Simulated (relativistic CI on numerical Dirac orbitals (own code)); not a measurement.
**Line list: Electric-dipole lines, Zr²⁹⁺**

Method of calculation: Dirac-Coulomb-Breit CI, orbitals from a KLI potential per configuration, a model potential for QED, unscaled Slater integrals (own radial code, finite nucleus).

Configurations in the expansion (outside the closed core [Ne]): 3s, 3p, 3d, 4s, 4p, 4d, 4f, 5s, 5p, 5d, 5f, 5g, 6s, 6p, 6d. Levels of other configurations are missing.

```
λ vac (nm)           Lower           Upper   A (s⁻¹)  log gf  S velocity/length
    1.0794   3p ²P°3/2 [3]   6d ²D5/2 [26]  1.83e+12   -0.72               0.94
    1.2213   3p ²P°1/2 [2]   5d ²D3/2 [16]  2.58e+12   -0.64               0.97
    1.2463   3p ²P°3/2 [3]   5d ²D5/2 [17]  3.09e+12   -0.36               0.97
    1.3528    3d ²D3/2 [4]  5f ²F°5/2 [18]  4.13e+12   -0.17               0.99
    1.3586    3d ²D5/2 [5]  5f ²F°7/2 [19]  4.38e+12   -0.01               0.99
    1.6254    3s ²S1/2 [1]   4p ²P°3/2 [8]  2.27e+12   -0.44               1.02
    1.6438    3s ²S1/2 [1]   4p ²P°1/2 [7]  2.58e+12   -0.68               1.01
    1.6993   3p ²P°1/2 [2]    4d ²D3/2 [9]  4.61e+12   -0.10               0.99
    1.7457   3p ²P°3/2 [3]   4d ²D5/2 [10]  5.64e+12    0.19               1.00
    1.9358   3p ²P°3/2 [3]    4s ²S1/2 [6]  2.04e+12   -0.64               1.02
    1.9370    3d ²D3/2 [4]  4f ²F°5/2 [11]  1.13e+13    0.58               1.00
    1.9476    3d ²D5/2 [5]  4f ²F°7/2 [12]  1.20e+13    0.74               1.00
    1.9500    3d ²D5/2 [5]  4f ²F°5/2 [11]  8.00e+11   -0.56               1.00
    2.6227   4p ²P°3/2 [8]   6d ²D5/2 [26]  6.86e+11   -0.37               0.99
    3.6725    4s ²S1/2 [6]  5p ²P°3/2 [15]  4.85e+11   -0.41               1.00
    3.7972   4p ²P°1/2 [7]   5d ²D3/2 [16]  8.38e+11   -0.14               0.99
    3.8873   4p ²P°3/2 [8]   5d ²D5/2 [17]  1.05e+12    0.16               1.00
    4.2079    4d ²D3/2 [9]  5f ²F°5/2 [18]  1.94e+12    0.49               1.01
    4.2293   4d ²D5/2 [10]  5f ²F°7/2 [19]  2.07e+12    0.65               1.01
    4.3589   4p ²P°3/2 [8]   5s ²S1/2 [13]  6.78e+11   -0.41               1.00
    4.4638  4f ²F°5/2 [11]   5g ²G7/2 [20]  3.35e+12    0.90               1.00
    4.4723  4f ²F°7/2 [12]   5g ²G9/2 [21]  3.47e+12    1.02               1.00
    4.6285   4d ²D5/2 [10]  5p ²P°3/2 [15]  2.75e+11   -0.45               1.00
    6.9326   5s ²S1/2 [13]  6p ²P°3/2 [24]  1.49e+11   -0.37               1.00
    7.1145  5p ²P°1/2 [14]   6d ²D3/2 [25]  2.31e+11   -0.15               0.99
    7.2690  5p ²P°3/2 [15]   6d ²D5/2 [26]  2.94e+11    0.15               1.00
    8.2110  5p ²P°3/2 [15]   6s ²S1/2 [22]  2.70e+11   -0.26               1.00
    8.5901   5d ²D5/2 [17]  6p ²P°3/2 [24]  1.32e+11   -0.23               1.01
    11.505   3p ²P°1/2 [2]    3d ²D3/2 [4]  4.71e+10   -0.43               1.04
    13.662   3p ²P°3/2 [3]    3d ²D5/2 [5]  3.40e+10   -0.24               1.05
    14.266    3s ²S1/2 [1]   3p ²P°3/2 [3]  3.38e+10   -0.38               1.00
    18.890    3s ²S1/2 [1]   3p ²P°1/2 [2]  1.43e+10   -0.82               0.98
    30.258   4p ²P°1/2 [7]    4d ²D3/2 [9]  1.11e+10   -0.21               1.00
    35.001    4s ²S1/2 [6]   4p ²P°3/2 [8]  8.04e+09   -0.23               0.99
    36.142   4p ²P°3/2 [8]   4d ²D5/2 [10]  7.89e+09   -0.03               0.99
    61.784  5p ²P°1/2 [14]   5d ²D3/2 [16]  3.60e+09   -0.08               1.00
    67.945    4d ²D3/2 [9]  4f ²F°5/2 [11]  7.39e+08   -0.51               0.92
    69.905   5s ²S1/2 [13]  5p ²P°3/2 [15]  2.60e+09   -0.12               1.00
    72.360   4d ²D5/2 [10]  4f ²F°7/2 [12]  6.56e+08   -0.39               0.92
    73.928  5p ²P°3/2 [15]   5d ²D5/2 [17]  2.54e+09    0.10               1.00
    109.44  6p ²P°1/2 [23]   6d ²D3/2 [25]  1.43e+09    0.01               1.00
    122.67   6s ²S1/2 [22]  6p ²P°3/2 [24]  1.03e+09   -0.03               1.00
    131.04  6p ²P°3/2 [24]   6d ²D5/2 [26]  1.00e+09    0.19               1.01
    136.23   5d ²D3/2 [16]  5f ²F°5/2 [18]  3.25e+08   -0.27               0.98
    145.58   5d ²D5/2 [17]  5f ²F°7/2 [19]  2.86e+08   -0.14               0.99
```

Terms are leading LS components. Brackets give the number of a level in order of energy, since labels repeat. The list gives strong lines, with weight on those to low levels. Levels whose partners in the same complex of configurations lie outside the list can be far off, and so can their lines. Rates are taken at the computed energies, electric ones in the length gauge. A velocity-to-length ratio far from 1 marks an uncertain rate.

At this charge energies of transitions that change n are usually good to better than 1 %, and those within a shell (Δn = 0) to a few per cent.

**Question.** From the table, what is the radiative lifetime of 6d ²D5/2?

**Answer.** The listed rates from this level add up to about 2.81e+12 s⁻¹, 97 % of its decay; with all channels τ = 3.46e-13 s.
